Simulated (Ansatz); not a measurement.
Cost and result up the ladder for MnCl₂ (3 atoms). The state is a sextet with charge 0. Geometry: PBE-D4/def2-TZVP.

```xyz
3

Mn    0.001    0.005   -0.001
Cl    1.586   -0.635   -1.331
Cl   -1.587    0.630    1.332
```

Ansatz on 2 threads of Intel Xeon 6975P-C on a shared host. Times are rough, and most runs start from the orbitals of an earlier one. ωB97X-V/def2-TZVP serves as the yardstick here, not as an exact answer. Differences are given only for rows in sets of like size (and for xTB, whose basis is part of the method), since another set adds its own error. Binding counts from free atoms at the same level (Mn sextet, Cl doublet; other spins of the atoms weren't run), without zero-point energy or a counterpoise term.

The 6-31G sets use Cartesian d functions. LC-ωPBE has ω = 0.4 bohr⁻¹. B3LYP takes the VWN-RPA correlation. HSE06 is defined as in plane-wave codes, on full-range PBE exchange. Correlated methods freeze 15 core orbitals; core or outer-core shells of Mn are correlated, in sets that lack core-valence functions.

Correlated methods converge slowly with the basis (MP2 moves by 0.14 eV from def2-TZVP to def2-QZVPP here).

```
                 level  functions  wall time
             HF/STO-3G         36      0.2 s
              HF/6-31G         55     0.35 s
      PBE0-D4/def2-SVP         67      1.1 s
     LC-ωPBE/def2-TZVP        119      1.6 s
    B3LYP-D4/def2-TZVP        119        2 s
    HSE06-D4/def2-TZVP        119      2.1 s
      B2PLYP/def2-TZVP        119      2.3 s
CAM-B3LYP-D4/def2-TZVP        119      2.3 s
  r2SCAN-D4/def2-TZVPD        140      3.3 s
  r2SCAN0-D4/def2-TZVP        119      3.3 s
     ωB97X-V/def2-TZVP        119      4.7 s
    PBE0-D4/def2-QZVPP        240      5.5 s
        MP2/def2-QZVPP        240      5.5 s
    CCSD(T)/def2-TZVPP        148       20 s
```

**Question.** Estimate what each level gives for the binding energy per atom (eV).

**Answer.** 
```
                 level  binding energy per atom (eV)  difference from ωB97X-V/def2-TZVP (eV)
             HF/STO-3G                          2.79                                       –
              HF/6-31G                          1.81                                       –
      PBE0-D4/def2-SVP                          2.75                                       –
     LC-ωPBE/def2-TZVP                          2.86                                    0.07
    B3LYP-D4/def2-TZVP                          2.67                                   -0.12
    HSE06-D4/def2-TZVP                          2.80                                    0.00
      B2PLYP/def2-TZVP                          2.63                                   -0.16
CAM-B3LYP-D4/def2-TZVP                          2.70                                   -0.09
  r2SCAN-D4/def2-TZVPD                          2.93                                    0.14
  r2SCAN0-D4/def2-TZVP                          2.79                                   -0.01
     ωB97X-V/def2-TZVP                          2.79                                    0.00
    PBE0-D4/def2-QZVPP                          2.83                                       –
        MP2/def2-QZVPP                          2.85                                       –
    CCSD(T)/def2-TZVPP                          2.58                                   -0.21
```
